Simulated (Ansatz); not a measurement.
`[CH3][GeH2][C](=O)O` → `O=C(O)[CH2][GeH3]`  (isomerisation)

Gas-phase electronic energies from Ansatz, PBE0-D4/def2-TZVP geometries. CCSD(T)/CBS is the MP2 limit (def2-TZVPP, def2-QZVPP) plus CCSD(T) − MP2 in def2-TZVPP, frozen cores. Functionals use def2-TZVPP. B3LYP here is the variant with VWN-RPA as its local correlation; programs differ in this. For Ge outer-core shells are correlated without core-valence functions, which leaves a few kJ/mol of doubt a bond. Scalar relativity is left out up to krypton. Each species was taken in one conformer, which may not be the lowest.

```tsv
level	ΔE (kJ/mol)
B3LYP-D4	-3.2
MP2/def2-TZVPP	-3.5
```

Task: What does CCSD(T)/CBS give? (Best estimate.)

Result: Ansatz gave: -4.9 kJ/mol. The listed levels differ from it by 1.7, 1.4 kJ/mol.

Largest T1 diagnostic among the species: 0.014.

In def2-TZVPP, CCSD(T) changes the Hartree–Fock value by +11.3 kJ/mol (the triples alone add +1.8 kJ/mol) and MP2 by +11.4 kJ/mol. From PBE to PBE0 (25 % exact exchange), in def2-TZVPP and without D4, ΔE moves by −6.2 kJ/mol.
